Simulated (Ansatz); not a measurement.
Reactions of `ClB1N[SiH2]1`.

Computed with Ansatz on PBE0-D4/def2-TZVP structures; ΔE is electronic, products minus reactants. CBS: MP2 limit from def2 TZ/QZ plus the TZ coupled-cluster correction, frozen cores. This one scheme is used for every species, atoms too. DFT in def2-TZVPP. Open shells (•) are unrestricted, without spin–orbit coupling. Spin–orbit coupling would lower the free atoms: a little for B, Cl, Si. def2 core potentials past Kr. Bonds to Ge, Te are less sure, by a few kJ/mol each and by 10 to 20 or more in all where they break to atoms, as the def2 sets lack core-valence functions. Scalar relativity is left out up to krypton. One conformer a species, not always the lowest.

| reaction | MP2/CBS(def2) (kcal/mol) | HF/CBS(def2) (kcal/mol) | ωB97M-V (kcal/mol) | CCSD/CBS(def2) (kcal/mol) |
| --- | --- | --- | --- | --- |
| `ClB1N[SiH2]1` + H₂ → `B1N[SiH2]1` + HCl | 16.4 | 10.3 | 14.2 | 12.9 |
| `ClB1N[SiH2]1` + H₂S → `SB1N[SiH2]1` + HCl | 3.3 | 5.3 | 3.9 | 3.7 |
| `ClB1N[SiH2]1` + H₂O → `OB1N[SiH2]1` + HCl | -2.5 | -7.0 | -5.1 | -4.3 |
| `ClB1N[SiH2]1` + `F[B](Cl)[GeH3]` → `FB1N[SiH2]1` + `Cl[B](Cl)[GeH3]` | 3.6 | 4.7 | 4.0 | 3.8 |
| `ClB1N[SiH2]1` + H₂Te → `[TeH]B1N[SiH2]1` + HCl | 3.3 | 9.0 | 7.2 | 5.0 |
| `ClB1N[SiH2]1` → B• + Cl• + 3 H• + N• + Si• | 585.5 | 408.1 | 578.7 | 560.0 |
| `ClB1N[SiH2]1` + H–F → `FB1N[SiH2]1` + HCl | -5.8 | -12.8 | -9.5 | -8.4 |
| `ClB1N[SiH2]1` + `O[SiH3]` → `[SiH3]OB1N[SiH2]1` + HCl | -6.3 | -9.8 | -7.5 | -7.9 |

(1) Give the CCSD(T)/CBS values in the same order. (Estimate.)

Largest T1 diagnostic: 0.014, for `B1N[SiH2]1`.

## Answers

(1) The calculation gave: 14.0, 3.4, -3.8, 3.7, 4.4, 571.1, -7.7, -7.5 kcal/mol.
